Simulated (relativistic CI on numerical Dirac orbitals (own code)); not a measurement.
## Hyperfine structure of Tl³¹⁺, mass number 205

Computed by Dirac-Coulomb-Breit CI, separate exchange-only KLI orbitals for each configuration, model QED, unscaled Slater integrals (own radial code, finite nucleus).

Configuration list (outside the closed core [Ar] 3d10 4p6): 4s2 4d10 4f4, 4s2 4d10 4f3 5s, 4s2 4d10 4f3 5p, 4s2 4d10 4f2 5s2, 4s2 4d10 4f2 5s 5p, 4s2 4d10 4f3 5d, 4s2 4d10 4f2 5p2, 4s2 4d10 4f2 5s 5d, 4s 4d10 4f5, 4s2 4d9 4f3 5s2, 4s2 4d10 4f3 5f, 4s2 4d10 4f3 6s, 4s2 4d10 4f3 6p. Levels of other configurations are missing.

Nuclear spin I = 1/2, μ = 1.632 μN (tables of Stone and Pyykkö). The electronic factors are computed for point nuclear moments, without core polarisation or the Bohr-Weisskopf and QED corrections.

```json
{"Level": "4s2 4d10 4f4 5I_4", "E (eV)": "0.0000", "A (MHz)": "21660"}
{"Level": "4s2 4d10 4f4 5I_5", "E (eV)": "3.7699", "A (MHz)": "16920"}
{"Level": "4s2 4d10 4f4 5I_6", "E (eV)": "6.4226", "A (MHz)": "15280"}
{"Level": "4s2 4d10 4f4 5F_1", "E (eV)": "8.0463", "A (MHz)": "38280"}
{"Level": "4s2 4d10 4f4 5G_2", "E (eV)": "9.7867", "A (MHz)": "23550"}
{"Level": "4s2 4d10 4f4 5G_3", "E (eV)": "10.2538", "A (MHz)": "16080"}
{"Level": "4s2 4d10 4f4 3K_6", "E (eV)": "11.4207", "A (MHz)": "16450"}
```

Levels with J = 0, under 50 % of one LS term, or S terms without an open s electron are left out. Small factors come from cancelling terms and can be off by tens of per cent or more.

At this charge energies of transitions that change n are usually good to better than 1 %, and those within a shell (Δn = 0) to a few per cent. Terms inside the open d or f shell come out 10 to 20 % too wide with unscaled integrals.

Task: Give the hyperfine levels of 4s2 4d10 4f4 5I_4 relative to its centre of gravity.

Result: With K = F(F + 1) − I(I + 1) − J(J + 1), E = AK/2: F = 7/2: -54140, F = 9/2: 43310 MHz.

LS names give the leading component of a level, which can be under half, so a name can repeat, a term be missing and a line seem to break the LS rules.
